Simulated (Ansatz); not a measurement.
Input file for Ansatz (a quantum-chemistry and plane-wave program): R-CCSD(T)/aug-cc-pVTZ on C3 (SMILES [C]=C=[C]), atoms moved off the minimum.

Ansatz 0.2 input:
```yaml
crystal:
  periodic: [false, false, false]
  atoms:
    - {symbol: C, position_ang: [-0.14240621, 0.07925303, -1.30470635]}
    - {symbol: C, position_ang: [0.12353649, 0.24626595, 0.04131106]}
    - {symbol: C, position_ang: [0.06985485, -0.05404437, 1.42887712]}
basis:
  gaussian:
    orbitals: aug-cc-pVTZ
magnetization: {spin_polarized: false}
correlation: {method: ccsd_t, electrons: outside_noble_gas}
scf: {lower_state_search: off}
output: {forces: true}
```

Predict the final total energy.

-113.8197 hartree (reference determinant -113.3519, T1 diagnostic 0.031).

How many basis functions does it have, and what does it roughly cost on one machine?

138 functions; very roughly 40 core-seconds.
